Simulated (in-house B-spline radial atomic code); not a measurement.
Radial electron density of Rh²⁺, [Kr] 4d7. Method: Dirac-Hartree-Fock, average of configuration, Fermi nucleus of rms radius 4.4945 fm, inside a hard spherical wall at 1.3 bohr. Calculated with an all-electron radial atomic-structure program (B-spline basis).

Columns: r (bohr), 4πr²n(r) (electrons per bohr), bar.

```
 0.00123    1.549 #
 0.00146    2.097 #
 0.00173    2.821 ##
 0.00205    3.777 ##
 0.00243    5.033 ###
 0.00288    6.663 ####
 0.00341    8.741 #####
 0.00404    11.38 #######
 0.00479    14.67 #########
 0.00568    18.69 ###########
 0.00673    23.44 ##############
 0.00797    28.87 #################
 0.00945    34.89 #####################
  0.0112    41.16 #########################
  0.0133    47.29 #############################
  0.0157    52.42 ################################
  0.0186     56.2 ##################################
  0.0221    57.94 ###################################
  0.0262    57.37 ###################################
   0.031    54.95 #################################
  0.0367    51.83 ###############################
  0.0435    49.76 ##############################
  0.0516    50.61 ###############################
  0.0612    55.27 #################################
  0.0725    62.69 ######################################
  0.0859    69.83 ##########################################
   0.102    72.79 ############################################
   0.121    69.06 ##########################################
   0.143    60.48 #####################################
   0.169    52.12 ################################
   0.201     49.5 ##############################
   0.238    53.93 #################################
   0.282    59.69 ####################################
   0.334    58.73 ###################################
   0.396    47.96 #############################
   0.469    33.28 ####################
   0.556     24.5 ###############
   0.659     26.3 ################
   0.781    32.16 ###################
   0.926    29.23 ##################
     1.1    12.34 #######
    1.29  0.04048
```

On this grid the curve has 4 maxima, near 0.0221, 0.102, 0.282, 0.781 bohr.

The 4p1/2 radial function P(r) = rR(r), positive near the nucleus, with its small component Q(r) (sign convention: Q ≈ (P' + κP/r)/2c):

```json
{"r (bohr)": "0.00074", "P": "0.001417", "Q": "0.005956"}
{"r (bohr)": "0.00104", "P": "0.002174", "Q": "0.008139"}
{"r (bohr)": "0.00146", "P": "0.003406", "Q": "0.01107"}
{"r (bohr)": "0.00205", "P": "0.005467", "Q": "0.01498"}
{"r (bohr)": "0.00288", "P": "0.008985", "Q": "0.02013"}
{"r (bohr)": "0.00404", "P": "0.01502", "Q": "0.02674"}
{"r (bohr)": "0.00568", "P": "0.02555", "Q": "0.03506"}
{"r (bohr)": "0.00797", "P": "0.04358", "Q": "0.04494"}
{"r (bohr)": "0.0112", "P": "0.07422", "Q": "0.05597"}
{"r (bohr)": "0.0157", "P": "0.1239", "Q": "0.06666"}
{"r (bohr)": "0.0221", "P": "0.2013", "Q": "0.07461"}
{"r (bohr)": "0.031", "P": "0.3084", "Q": "0.07567"}
{"r (bohr)": "0.0435", "P": "0.4339", "Q": "0.06537"}
{"r (bohr)": "0.0612", "P": "0.5316", "Q": "0.04074"}
{"r (bohr)": "0.0859", "P": "0.5057", "Q": "0.005498"}
{"r (bohr)": "0.121", "P": "0.2417", "Q": "-0.02816"}
{"r (bohr)": "0.169", "P": "-0.2557", "Q": "-0.04154"}
{"r (bohr)": "0.238", "P": "-0.7539", "Q": "-0.02633"}
{"r (bohr)": "0.334", "P": "-0.7503", "Q": "0.004378"}
{"r (bohr)": "0.469", "P": "0.01841", "Q": "0.02461"}
{"r (bohr)": "0.659", "P": "1.09", "Q": "0.02025"}
{"r (bohr)": "0.926", "P": "1.363", "Q": "-0.0003487"}
{"r (bohr)": "1.29", "P": "0.04688", "Q": "-0.01697"}
```
